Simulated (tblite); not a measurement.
Compound: C₇H₁₂F₂.
Z-matrix (Å and degrees, GFN2-xTB geometry), rows numbered from 1:
```
F 
C   1  1.3881
C   2  1.5275  1  108.40
C   3  1.5271  2  112.45  1   151.16
C   4  1.5272  3  114.28  2    73.74
C   5  1.5273  4  114.26  3   -56.27
C   6  1.5277  5  112.42  4    73.71
F   7  1.3879  6  108.46  5   151.02
C   2  1.5281  1  106.89  3  -124.94
H   2  1.0980  1  104.70  3   116.86
H   3  1.0927  2  106.85  1    32.04
H   3  1.0906  2  110.29  1   -84.68
H   4  1.0918  3  108.56  2  -165.44
H   4  1.0925  3  108.92  2   -48.83
H   5  1.0927  4  109.36  3    66.03
H   5  1.0919  4  108.09  3  -177.35
H   6  1.0926  5  108.66  4  -168.23
H   6  1.0906  5  110.75  4   -50.21
H   7  1.0980  6  109.56  5    37.33
H   9  1.0923  2  107.95  1    37.89
H   9  1.0925  2  109.17  1   -78.60
```

Level: GFN2-xTB in tblite, geometry and Hessian alike; calculated harmonic values, unscaled, isolated species. Against measured fundamentals such values can be off by several per cent, at times by over 20. One conformer, not necessarily the lowest.

Harmonic wavenumbers (cm⁻¹): 73.6, 113.1, 227.5, 261.2, 296.9, 323.5, 342.7, 378.7, 464.5, 472.2, 481.6, 547.2, 836.6, 845.8, 861.6, 869.0, 937.6, 943.3, 1013.3, 1014.8, 1022.0, 1064.0, 1064.7, 1120.3, 1148.9, 1161.3, 1174.0, 1187.7, 1223.4, 1244.9, 1250.4, 1283.4, 1296.1, 1301.8, 1319.3, 1341.2, 1350.2, 1356.1, 1363.2, 1364.0, 1475.7, 1480.4, 1481.8, 1488.8, 1497.0, 2899.2, 2899.9, 2964.9, 2975.3, 2979.6, 2981.2, 2984.4, 2989.0, 2992.7, 2996.0, 3002.3, 3005.0.

A = 1934, B = 1417, C = 886.2 MHz; mass 134.091 u (most abundant isotopes); point group C2, symmetry number 2.

Problem. What is the zero-point energy?

Solution. Half the sum of the wavenumbers: 39517 cm⁻¹ = 472.73 kJ/mol.

Problem. What is S at 273.15 K and 1 bar for an ideal gas of classical rigid rotors and harmonic oscillators?

Solution. Translation 168.13, rotation 115.62, vibration 76.30: S = 360.0 J/(mol K).

Problem. And Cp and H(273.15 K) − H(0)?

Solution. Cp = 134.79 J/(mol K), of which vibrations give 101.53 (their classical limit is 57 R = 473.9); H(273.15 K) − H(0) = 21.36 kJ/mol without the zero-point energy, 12.27 from vibrations.

Problem. How do the functions run with temperature in this model?

Solution. 
```csv
T (K),S (J/(mol K)),Cp (J/(mol K)),H − H(0) (kJ/mol),G − H(0) (kJ/mol),ln q(vib)
50,232.3,43.8,1.84,-9.77,0.17
100,267.9,62.0,4.46,-22.33,0.75
298.15,372.4,146.7,24.88,-86.14,4.27
373.15,409.2,183.3,37.25,-115.45,5.84
500,471.0,239.9,64.21,-171.30,8.66
750,584.8,320.4,135.02,-303.55,14.51
1000,684.5,372.1,222.03,-462.50,20.31
```

q(vib) and H(0) count from the zero-point level.

Problem. Blend soft modes into free rotors: weight 1/[1 + (100 cm⁻¹/ν̃)⁴] for the oscillator and the rest for a rotor with moment μB/(μ + B), μ = h/(8π²ν), B = 10⁻⁴⁴ kg m². What vibrational entropy results?

Solution. 73.18 J/(mol K) in place of 76.30, which changes −T·S at 273.15 K by +0.85 kJ/mol.

Hindered rotation and anharmonicity are outside this model. Other conformers, if any are populated, would add a mixing term that is left out. The structure is chiral; the term R ln 2 for an equal mix with its mirror image is left out.
